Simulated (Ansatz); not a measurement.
Input file for Ansatz (a program for electronic structure): R-revPBE/def2-TZVPPD on HCl (SMILES Cl). Files ending in .json are basis or fitting sets from the Basis Set Exchange.

Ansatz 0.2 input:
```yaml
crystal:
  periodic: [false, false, false]
  atoms:
    - {symbol: Cl, position_ang: [-0.03322094, 0.05094674, -0.99541496]}
    - {symbol: H, position_ang: [-0.02208516, -0.10406125, 0.28305948]}
basis:
  gaussian:
    orbitals: def2-TZVPPD.json
hamiltonian:
  xc: {name: revPBE}
scf: {lower_state_search: off}
```

Program output:

```
WARN ansatz: RAYON_NUM_THREADS=1 ignored (pool sized by the plan → 1); use --threads N
Functional definition: revPBE
these checks for a lower state are left out or cut short: stability, starts, cluster_reference, orbital_swaps, neighbouring_geometries, increment
integrals: 0.01 GiB planned
383 factors; their error is unknown
mean field: 0.11 GiB planned
mean field evaluation 1: about -12536.9848 eV, gradient 1.1e1 eV
mean field evaluation 2: about -12536.9467 eV, gradient 1.4e1 eV
mean field evaluation 4: about -12537.3177 eV, gradient 4.6e-1 eV
mean field evaluation 8: about -12537.3109 eV, gradient 4.7e-3 eV
mean field -12537.31090857 eV, -460.7376777956 hartree, gradient 2.9e-6 eV, S^2 0.000000; 0 other end points of the search recorded, 0 dependent functions left out
reference -12537.31096934 eV, -460.7376800285 hartree; 9, 9 occupied and 59, 59 virtual orbitals, 383 factors
Total energy: -12537.31096934 eV, -460.7376800285 hartree
Checks for a lower state left out: stability, starts, cluster_reference, orbital_swaps, neighbouring_geometries, increment
```

The run converged.

Cost: around 0.5 core-seconds (rough).
